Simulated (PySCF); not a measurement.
**Computed vibrations of Eu(BH4)3**

Eu(BH4)3 (singlet in the valence; each metal's 4f electrons, 6 of them, lie in its core potential, out of spins and levels). PySCF 2.14.0, RKS PBE, Eu lcecp-1-SVP with ECP52, B def2-SVP, H def2-SVP; non-relativistic Hamiltonian with scalar-relativistic core potentials where named; density fitting; no spin-orbit coupling. Central differences of gradients.

```xyz
16

Eu    0.0000    0.0000    0.0000
B     2.4962    0.0128    0.0000
H     3.7085   -0.0107    0.0000
H     1.9934   -0.5778    1.0020
H     1.9934   -0.5778   -1.0020
H     2.0196    1.1749    0.0000
B    -1.2592    2.1554    0.0000
H    -1.8450    3.2170    0.0000
H    -0.4964    2.0152    1.0020
H    -0.4964    2.0152   -1.0020
H    -2.0273    1.1616    0.0000
B    -1.2370   -2.1682    0.0000
H    -1.8635   -3.2063    0.0000
H    -1.4971   -1.4375    1.0020
H    -1.4971   -1.4375   -1.0020
H     0.0077   -2.3365    0.0000
```

Run from Python with OMP_NUM_THREADS=4. Where DIIS fails, smearing, a level shift and second-order steps follow.
It took 100 s on 4 threads of Arm Neoverse V2, with other jobs on the host.

What are the harmonic wavenumbers and infrared intensities?

Modes are labelled in C3h; negative numbers are unstable modes, those under 60 cm⁻¹ near the noise; a finer grid moves soft modes by up to 10 cm⁻¹.
| cm⁻¹ | km/mol | symmetry |
| --- | --- | --- |
| -21 | – | a'' |
| 53 | 0.0 | e'' |
| 53 | 0.0 | e'' |
| 111 | 5.6 | e' |
| 111 | 5.6 | e' |
| 134 | 0.1 | a'' |
| 466 | 132.5 | e' |
| 466 | 132.5 | e' |
| 472 | 0.0 | a' |
| 514 | 0.0 | a' |
| 548 | 5.8 | e' |
| 548 | 5.8 | e' |
| 568 | 0.0 | e'' |
| 568 | 0.0 | e'' |
| 577 | 0.1 | a'' |
| 1042 | 0.0 | a' |
| 1044 | 6.7 | e' |
| 1044 | 6.7 | e' |
| 1054 | 41.0 | a'' |
| 1062 | 0.0 | e'' |
| 1062 | 0.0 | e'' |
| 1158 | 282.8 | e' |
| 1158 | 282.8 | e' |
| 1180 | 0.0 | a' |
| 1211 | 5.6 | e' |
| 1211 | 5.6 | e' |
| 1213 | 0.0 | e'' |
| 1213 | 0.0 | e'' |
| 1217 | 0.0 | a' |
| 1217 | 9.5 | a'' |
| 2193 | 0.0 | a' |
| 2194 | 0.0 | e'' |
| 2194 | 0.0 | e'' |
| 2194 | 207.8 | e' |
| 2194 | 207.8 | e' |
| 2203 | 406.2 | a'' |
| 2263 | 0.0 | a' |
| 2275 | 115.5 | e' |
| 2275 | 115.5 | e' |
| 2582 | 133.4 | e' |
| 2582 | 133.4 | e' |
| 2583 | 0.0 | a' |

Is this a minimum?

Yes, within the noise of the softest modes. 

An lcecp potential fixes the number of 4f electrons, so in runs with it no electron can move into or out of that shell.
